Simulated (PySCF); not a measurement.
**Electron correlation in Ar⁺ (argon, charge +1)**

[Ne] 3s2 3p5, 2P determinant. Computed with PySCF 2.14 in def2-SVP, with no relativity, point nucleus. Frozen: [Ne]; 7 electrons correlated.

MP2 pair energies summed by pair of shells (mhartree):

```tsv
pair	energy	share (%)
3p-3p	-78.48	68.8
3s-3p	-28.91	25.3
3s-3s	-6.69	5.9
```

Total MP2 correlation energy: -114.09 mhartree.

Same-spin part -28.74 and opposite-spin part -85.35 mhartree; SCS-MP2 scales them by 1/3 and 6/5 to -112.00 mhartree.

| level | correlation energy (mhartree) |
| --- | --- |
| CCSD | -130.61 |
| (T) | -0.89 |
| CCSD(T) | -131.50 |

Diagnostics: T1 = 0.0043, D1 = 0.0159, largest double amplitude 0.050.

Cost of the coupled-cluster step: 0.06 s of wall time on 1 thread of Neoverse-V2 (shared host), for 7 correlated electrons.
